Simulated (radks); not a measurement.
Question: All-electron calculation, scalar-relativistic Kohn-Sham, LDA (Slater exchange, Perdew-Wang correlation), spin-polarised, spherical densities, finite nucleus; Fermi nuclear charge, rms radius of each element as measured or else 0.836 A^(1/3) + 0.57 fm. Program: a radial shooting solver on a logarithmic mesh with Libxc functionals. Response by self-consistent Sternheimer equations with the Hartree and adiabatic LDA kernel, the relativistic mass of each level held fixed and spin-orbit coupling left out. For heavy and open-shell atoms this level of theory can miss by tens of per cent. Rank Cs7+, Xe6+, Sb3+, I5+, Ba8+, Cd, Te4+, Sn2+, In+ (NIST ground configurations) by static dipole polarisability, largest first.

Answer: Cd 44.67, In+ 22.77, Sn2+ 14.37, Sb3+ 10.01, Te4+ 7.401, I5+ 5.690, Xe6+ 4.502, Cs7+ 3.640, Ba8+ 2.995 bohr^3.
